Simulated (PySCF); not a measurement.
A thermochemical cycle for InF

PBE0 in PySCF with def2-TZVPPD on every atom (core potentials on In), for the lowest determinant that a PBE0 search found; no spin–orbit coupling. InF, a singlet (closed shell), has De = 5.44 eV to neutral atoms, and InF⁺, a doublet (σ ↑), has De = 1.13 eV to In⁺ + F.

The adiabatic ionisation energy of InF, between the minima, is 9.92 eV.

**Question.** Which ionisation energy of the In atom does this level give?

**Answer.** IE(In) = IE(molecule) + De(ion) − De(neutral) = 9.92 + 1.13 − 5.44 = 5.61 eV; the measured value is 5.786 eV (NIST ASD).

Spin–orbit coupling is left out, which matters for elements this heavy, above all for dissociation energies. For an ion De counts to the pair picked by the measured ionisation energies or electron affinities, which need not be the lowest pair at this level. States were picked by a PBE0 search and need not be the measured ground states.
